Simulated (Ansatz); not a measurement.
Two structures of GeSiH$_{4}$Cl$_{2}$, singlet, reached by relaxing down either side of one saddle point (PBE0-D4/def2-TZVP). Energies are electronic, without zero-point energy. Computed with Ansatz 0.2.0 (basis: def2-TZVPP and def2-QZVPP); correlated methods freeze the cores. Filled d shells of the heavier atoms are correlated. The def2 sets are not built for correlating such inner shells, so the correlated values are less sure here. Extrapolation: Hartree–Fock as exp(−7.88 √X), correlation as X^−2.97. First:

```
8
angstrom
Si -1.2585 0.0709 0.1025
Ge 2.3414 0.3787 0.2084
H 1.3161 -0.5290 1.0559
Cl 2.1964 -0.8979 -1.5936
Cl 0.0157 1.6810 -0.3153
H -1.2947 -0.0838 1.5703
H -2.5790 0.4914 -0.4208
H -0.7374 -1.1112 -0.6075
```

Second:

```
8
angstrom
Si -1.0190 -0.6229 0.4178
Ge 2.1539 0.6599 -0.0259
H 0.4818 -0.6758 0.5958
Cl 1.9397 0.0930 -2.1365
Cl 0.8097 2.4067 0.0232
H -1.5557 0.2413 1.4930
H -1.3040 -0.0851 -0.9288
H -1.5063 -2.0170 0.5615
```

Task: Which bonds change from the first to the second?

Result: SiH₃Cl ([SiH3][Cl]) + GeHCl ([Cl][GeH]) → GeCl₂ + SiH₄; bonds formed: Si1–H3, Ge2–Cl5; bonds broken: Si1–Cl5, Ge2–H3.

Task: Give the saddle point's structure and its height above each. (Judge from chemistry; the value comes from the calculation.)

Result: By the calculation: 0.589 eV above the first and 0.900 eV above the second (CCSD(T) at an estimated basis limit (MP2 extrapolated from triple and quadruple zeta, plus CCSD(T) − MP2 in triple zeta)).
```xyz
8
angstrom
Si -0.8764 -0.1378 0.2282
Ge 2.0712 0.3830 0.1525
H 0.7462 -0.4545 0.8060
Cl 1.8132 -0.5888 -1.8180
Cl 0.2321 1.9271 -0.0977
H -1.3508 0.0688 1.6147
H -1.8597 0.3847 -0.7543
H -0.7758 -1.5825 -0.1314
```

The search had been set up for a 1,1-elimination that frees a divalent centre (forming Si1–H3, breaking Si1–Ge2, Ge2–H3); from that guess it ended on this step instead.

No T1 diagnostic of these runs exceeds 0.013.

Labels in which every atom is bracketed show which atoms are joined, not bond orders.

For scale, one of the runs: CCSD(T)/def2-TZVPP, 230 basis functions, launched by `ansatz run in.yaml --threads 4 --pin off --events-out ev --progress --plain --max-ram 9574MiB`. Hardware: 4 CPU threads of an Arm Neoverse N1, shared host. Wall time 3.3 min; peak host memory 3.5 GiB.
